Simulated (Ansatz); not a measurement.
Reaction (formal exchange of groups at a Ge–O bond): `FC(F)(F)[O][GeH2][O]C(F)(F)F` + `FCF` → `FC(F)(F)[O][GeH3]` + `FC(F)OC(F)(F)F`

Gas-phase electronic energies from Ansatz, PBE0-D4/def2-TZVP geometries. CCSD(T)/CBS is the MP2 limit (def2-TZVPP, def2-QZVPP) plus CCSD(T) − MP2 in def2-TZVPP, frozen cores. This one scheme is used for every species. Functionals use def2-TZVPP. B3LYP here is the variant with VWN-RPA as its local correlation; programs differ in this. For Ge outer-core shells are correlated without core-valence functions, which leaves a few kJ/mol of doubt a bond. Scalar relativity is left out up to krypton. One conformer a species, not always the lowest.

```
             level  ΔE (kJ/mol)
          B3LYP-D4         82.9
        r2SCAN0-D4         74.1
          PBE-QIDH         77.1
            r2SCAN         72.7
              PBE0         70.7
             BHLYP         79.6
CCSD(T)/def2-TZVPP         81.4
     HF/def2-QZVPP         81.8
```

Question: What does CCSD(T)/CBS give? (Estimate.)

Answer: Computed: +83.2 kJ/mol. The listed levels differ from it by -0.3, -9.1, -6.1, -10.5, -12.5, -3.6, -1.8, -1.4 kJ/mol.

Largest T1 diagnostic among the species: 0.012.

Leaving LDA and LC-ωPBE aside and taking each functional with its dispersion term where it has one, the values, not all of them listed here, spread over 12.0 kJ/mol, from B97M-V to BHLYP-D4. LDA lies −15.7 kJ/mol from PBE without D4. At CCSD(T), def2-SVP lies −20.2 kJ/mol from the extrapolated value and def2-TZVPP −1.8 kJ/mol. The D4 term adds +4.0 kJ/mol with B3LYP and +2.6 kJ/mol with PBE0; it sums over pairs of atoms, weighted by their polarisabilities, and B3LYP, whose exchange is more repulsive, gets the larger term.

CCSD(T)/CBS has its own doubt, a few kJ/mol and more with outer-core shells, so smaller differences from it don't rank the levels.
